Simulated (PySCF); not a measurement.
Isomers of C7H15N, mass 113.120 u with the commonest isotopes. Method: PBE0/pcSseg-1 in PySCF (dipole) on a GFN2-xTB geometry, gas phase. One conformer each, none proved a minimum here; rigid rotors.

Task: Order these by radius of gyration √(Σ m r²/M), smallest first.
A. `[CH2:1]=[CH:2][C@@H:3]([CH3:4])[C@H:5]([CH3:6])[CH2:7][NH2:8]` with C1–C2–C3–C4 114°, C2–C3–C5–C6 -178°, C3–C5–C7–N8 -175°, C5–C7–N8–H -177° and 64°
B. `[CH3:1][CH2:2][C@@H:3]1[CH2:4][CH2:5][CH2:6][NH:7][CH2:8]1` with C1–C2–C3–C4 -166°, C2–C3–C4–C5 -71°, C3–C4–C5–C6 -54°, C4–C5–C6–N7 55°, C5–C6–N7–C8 -56°
C. `[CH2:1]=[N:2][CH2:3][C:4]([CH3:5])([CH3:6])[CH2:7][CH3:8]` with C1–N2–C3–C4 -127°, N2–C3–C4–C5 -177°, C3–C4–C7–C8 178°
D. `[CH3:1][C@@H:2]1[CH2:3][CH2:4][CH2:5][CH2:6][NH:7][CH2:8]1` with C1–C2–C3–C4 -75°, C2–C3–C4–C5 -74°, C3–C4–C5–C6 85°, C4–C5–C6–N7 -33°

Result: D (1.886 Å), B (1.970 Å), C (2.066 Å), A (2.161 Å).

Task: Order these by rotational constant C, largest first.
A. `[CH2:1]=[CH:2][C@@H:3]([CH3:4])[C@H:5]([CH3:6])[CH2:7][NH2:8]` with C1–C2–C3–C4 114°, C2–C3–C5–C6 -178°, C3–C5–C7–N8 -175°, C5–C7–N8–H -177° and 64°
B. `[CH2:1]=[N:2][CH2:3][C:4]([CH3:5])([CH3:6])[CH2:7][CH3:8]` with C1–N2–C3–C4 -127°, N2–C3–C4–C5 -177°, C3–C4–C7–C8 178°
C. `[CH3:1][CH2:2][C@@H:3]1[CH2:4][CH2:5][CH2:6][NH:7][CH2:8]1` with C1–C2–C3–C4 -166°, C2–C3–C4–C5 -71°, C3–C4–C5–C6 -54°, C4–C5–C6–N7 55°, C5–C6–N7–C8 -56°
D. `[CH3:1][C@@H:2]1[CH2:3][CH2:4][CH2:5][CH2:6][NH:7][CH2:8]1` with C1–C2–C3–C4 -75°, C2–C3–C4–C5 -74°, C3–C4–C5–C6 85°, C4–C5–C6–N7 -33°

Result: D (1405 MHz), C (1284 MHz), B (1201 MHz), A (998.4 MHz).

Task: Order these by rotational constant A, largest first.
A. `[CH3:1][CH2:2][C@@H:3]1[CH2:4][CH2:5][CH2:6][NH:7][CH2:8]1` with C1–C2–C3–C4 -166°, C2–C3–C4–C5 -71°, C3–C4–C5–C6 -54°, C4–C5–C6–N7 55°, C5–C6–N7–C8 -56°
B. `[CH2:1]=[CH:2][C@@H:3]([CH3:4])[C@H:5]([CH3:6])[CH2:7][NH2:8]` with C1–C2–C3–C4 114°, C2–C3–C5–C6 -178°, C3–C5–C7–N8 -175°, C5–C7–N8–H -177° and 64°
C. `[CH3:1][C@@H:2]1[CH2:3][CH2:4][CH2:5][CH2:6][NH:7][CH2:8]1` with C1–C2–C3–C4 -75°, C2–C3–C4–C5 -74°, C3–C4–C5–C6 85°, C4–C5–C6–N7 -33°

Result: A (3327 MHz), C (2811 MHz), B (2574 MHz).

```csv
SMILES,point group,Ia (u·Å²),Ib (u·Å²),Ic (u·Å²),κ,μa (D),μb (D),μc (D)
CC[C@@H]1CCCNC1,C1,151.92,332.74,393.49,-0.77,0.52,1.05,0.33
C[C@@H]1CCCCNC1,C1,179.81,265.01,359.73,-0.29,0.34,1.09,0.15
C=NCC(C)(C)CC,C1,179.02,366.13,420.65,-0.78,0.20,0.28,1.23
C=C[C@@H](C)[C@H](C)CN,C1,196.32,354.39,506.17,-0.46,0.26,0.97,0.47
```
